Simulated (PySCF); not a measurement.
C7H8NO: g tensor and hyperfine couplings

Species: C₇H₈NO (doublet state).
Geometry (GFN2-xTB, Å), atoms numbered from 1 in this order:
```xyz
17
C7H8NO angstrom
O      2.7022   -0.9518    0.4524
C      2.6257    0.0951   -0.1391
N      1.4700    0.7403   -0.4409
C      0.2054    0.2151   -0.1601
C     -0.3949   -1.1906   -0.4605
C     -1.4776   -0.5405   -1.1939
C     -1.2384    0.7366   -0.4243
C     -1.5985    0.3324    1.0197
C     -0.3916   -0.5894    0.9442
H      3.5069    0.6581   -0.4972
H      1.4954    1.5835   -0.9954
H      0.1266   -2.1034   -0.6846
H     -1.6296   -0.6113   -2.2536
H     -1.5043    1.7104   -0.8200
H     -2.5725   -0.1363    1.1539
H     -1.4576    1.1352    1.7397
H      0.1257   -1.0715    1.7544
```

The hyperfine couplings belong to this conformer and change with its torsions.

The species is `O=CN[C@]12[C@@H]3[CH][C@H]1C[C@@H]32` [radical].

Method: PySCF 2.14.0, UKS B3LYP, pcH-1 on C H N O, non-relativistic, mean-field spin-orbit, GIAO. One conformer (not necessarily the lowest) at the GFN2-xTB geometry, without solvent, vibrations or thermal averaging. A GFN2-xTB geometry isn't a minimum of the functional, and hyperfine couplings can be far from their values at a DFT geometry. The SCF solution wasn't tested for stability.

```json
{
  "g1, g2, g3": "2.00201, 2.00271, 2.00290",
  "g_iso": "2.00254",
  "Form of g": "rhombic: the two nearest values differ by 21 % of g3 − g1",
  "⟨S²⟩": "0.7543 (exact 0.7500)"
}
```

Hyperfine couplings atom by atom, in G; T1 to T3 are the principal values of the dipolar part (MHz turned into gauss with g_iso; 10 G = 1 mT):

```json
{"atom": "O1", "isotope": "17O", "a_iso": "-0.3", "T1": "-1.4", "T2": "0.6", "T3": "0.7", "Mulliken spin population": "0.01"}
{"atom": "C2", "isotope": "13C", "a_iso": "0.4", "T1": "-0.5", "T2": "-0.3", "T3": "0.8", "Mulliken spin population": "0.01"}
{"atom": "N3", "isotope": "14N", "a_iso": "1.8", "T1": "-0.4", "T2": "-0.2", "T3": "0.7", "Mulliken spin population": "0.00"}
{"atom": "C4", "isotope": "13C", "a_iso": "47.2", "T1": "-4.9", "T2": "-4.3", "T3": "9.2", "Mulliken spin population": "0.12"}
{"atom": "C5", "isotope": "13C", "a_iso": "-6.4", "T1": "-2.0", "T2": "-0.9", "T3": "2.9", "Mulliken spin population": "-0.05"}
{"atom": "C6", "isotope": "13C", "a_iso": "53.2", "T1": "-26.1", "T2": "-25.7", "T3": "51.8", "Mulliken spin population": "0.93"}
{"atom": "C7", "isotope": "13C", "a_iso": "-6.0", "T1": "-1.0", "T2": "-0.6", "T3": "1.6", "Mulliken spin population": "-0.05"}
{"atom": "C8", "isotope": "13C", "a_iso": "4.7", "T1": "-1.1", "T2": "-0.5", "T3": "1.7", "Mulliken spin population": "0.02"}
{"atom": "C9", "isotope": "13C", "a_iso": "11.2", "T1": "-1.6", "T2": "-0.9", "T3": "2.6", "Mulliken spin population": "0.03"}
{"atom": "H10", "isotope": "1H", "a_iso": "0.2", "T1": "-0.4", "T2": "-0.3", "T3": "0.7", "Mulliken spin population": "0.00"}
{"atom": "H11", "isotope": "1H", "a_iso": "-0.3", "T1": "-0.9", "T2": "-0.5", "T3": "1.4", "Mulliken spin population": "0.00"}
{"atom": "H12", "isotope": "1H", "a_iso": "-0.9", "T1": "-1.9", "T2": "-0.8", "T3": "2.6", "Mulliken spin population": "0.00"}
{"atom": "H13", "isotope": "1H", "a_iso": "-12.1", "T1": "-12.3", "T2": "-0.3", "T3": "12.6", "Mulliken spin population": "-0.03"}
{"atom": "H14", "isotope": "1H", "a_iso": "1.0", "T1": "-1.6", "T2": "-1.1", "T3": "2.7", "Mulliken spin population": "0.00"}
{"atom": "H15", "isotope": "1H", "a_iso": "0.2", "T1": "-1.9", "T2": "-0.7", "T3": "2.5", "Mulliken spin population": "0.00"}
{"atom": "H16", "isotope": "1H", "a_iso": "-0.5", "T1": "-0.9", "T2": "-0.6", "T3": "1.5", "Mulliken spin population": "0.00"}
{"atom": "H17", "isotope": "1H", "a_iso": "1.4", "T1": "-1.0", "T2": "-0.5", "T3": "1.5", "Mulliken spin population": "0.00"}
```

Largest spin populations (Mulliken): C6 (+0.93) and C4 (+0.12). C6 is the only atom above +0.15. The angles at C6 add up to 340.6°, so it is pyramidal.

Under fast tumbling the dipolar parts average out, and these isotropic splittings remain: 1 × 1H (H13, I = 1/2, 2 lines) with 1.21 mT, 1 × 14N (N3, I = 1, 3 lines) with 0.18 mT, 1 × 1H (H17, I = 1/2, 2 lines) with 0.14 mT, 1 × 1H (H14, I = 1/2, 2 lines) with 0.10 mT, 1 × 1H (H12, I = 1/2, 2 lines) with 0.09 mT and 1 × 1H (H16, I = 1/2, 2 lines) with 0.05 mT.

The 13C coupling of C6 (149.0 MHz) shows only in satellite lines or after enrichment, since that isotope makes up about 1.07 % of natural carbon.

Examples of negative spin density at the nucleus (bohr⁻³): C5 (-0.0160), C7 (-0.0150) and H13 (-0.0076).
